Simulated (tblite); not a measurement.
Species: C3H7F3P2.
Geometry (GFN2-xTB, Å), atoms numbered from 1 in this order:
```xyz
15
C3H7F3P2 angstrom
C      2.1520   -0.0316    0.2616
C      0.8806   -0.6223   -0.3330
P     -0.4062    0.7026   -0.5700
P     -0.9349    1.0527    1.5065
C     -1.8180   -0.5014   -0.8837
F     -2.0440   -1.3681    0.1189
F     -2.9705    0.1535   -1.0857
F     -1.5890   -1.2405   -1.9774
H      2.5356    0.7699   -0.3672
H      2.9177   -0.7991    0.3479
H      1.9561    0.3718    1.2553
H      0.4812   -1.4057    0.3186
H      1.0879   -1.0546   -1.3164
H     -2.0842    1.7636    1.1505
H     -0.1686    2.2173    1.5522
```

Method: GFN2-xTB as coded in tblite; computed harmonic values from a numerical Hessian at the method's own geometry, unscaled. This tight-binding method is rough: wavenumbers can miss measured ones by several per cent, in bad cases by 10 to 20. Modes of hydrogen on phosphorus can be 10 to 20 % off. One conformer, not necessarily the lowest.

Harmonic wavenumbers (cm⁻¹): 39.7, 65.7, 110.3, 124.5, 149.8, 183.7, 235.7, 253.9, 283.6, 289.0, 429.3, 465.9, 475.2, 507.4, 668.6, 697.3, 735.1, 764.8, 790.6, 1004.2, 1018.5, 1034.2, 1051.1, 1076.2, 1086.8, 1115.6, 1219.2, 1255.8, 1406.8, 1429.6, 1489.1, 1491.2, 2249.5, 2302.7, 2935.7, 2950.9, 3004.0, 3027.3, 3036.3.

A = 1850, B = 1141, C = 868.4 MHz; mass 161.998 u (most abundant isotopes); point group C1, symmetry number 1.

**Question.** What is the zero-point energy?

**Answer.** ½Σν̃ = 21227 cm⁻¹ = 60.69 kcal/mol.

**Question.** Give the ideal-gas entropy at 200 K and 1 bar in the rigid-rotor, harmonic-oscillator model (classical rotation).

**Answer.** Translation 39.20, rotation 28.36, vibration 21.84: S = 89.4 cal/(mol K).

**Question.** And Cp and H(200 K) − H(0)?

**Answer.** Cp = 30.33 cal/(mol K), of which vibrations give 22.38 (their classical limit is 39 R = 77.5); H(200 K) − H(0) = 3.95 kcal/mol without the zero-point energy, 2.36 from vibrations.

**Question.** Which modes carry the vibrational entropy at 200 K?

**Answer.** 39.7 cm⁻¹: 4.48; 65.7 cm⁻¹: 3.49; 110.3 cm⁻¹: 2.50; 124.5 cm⁻¹: 2.27; 149.8 cm⁻¹: 1.93; 183.7 cm⁻¹: 1.57 cal/(mol K); the other 33 give 5.59 together.

**Question.** Blend soft modes into free rotors: weight 1/[1 + (100 cm⁻¹/ν̃)⁴] for the oscillator and the rest for a rotor with moment μB/(μ + B), μ = h/(8π²ν), B = 10⁻⁴⁴ kg m². What vibrational entropy results?

**Answer.** 20.26 cal/(mol K) in place of 21.84, which changes −T·S at 200 K by +0.32 kcal/mol.

**Question.** How do the functions run with temperature in this model?

**Answer.** 
```csv
T (K),S (cal/(mol K)),Cp (cal/(mol K)),H − H(0) (kcal/mol),G − H(0) (kcal/mol),ln q(vib)
150,81.4,25.8,2.55,-9.65,3.54
250,96.6,34.6,5.58,-18.58,6.51
298.15,103.1,38.6,7.34,-23.39,7.89
400,115.5,46.0,11.66,-34.54,10.68
600,136.4,56.8,22.02,-59.79,15.75
900,161.4,66.6,40.67,-104.61,22.48
```

q(vib) and H(0) count from the zero-point level.

**Question.** What must be added to the electronic energy to get the Gibbs energy at 200 K and 1 bar?

**Answer.** ZPE + [H(200 K) − H(0)] − T·S = 60.69 + 3.95 − 17.88 = 46.76 kcal/mol.

Hindered rotation and anharmonicity are outside this model. Other conformers, if any are populated, would add a mixing term that is left out. The structure is chiral; the term R ln 2 for an equal mix with its mirror image is left out.
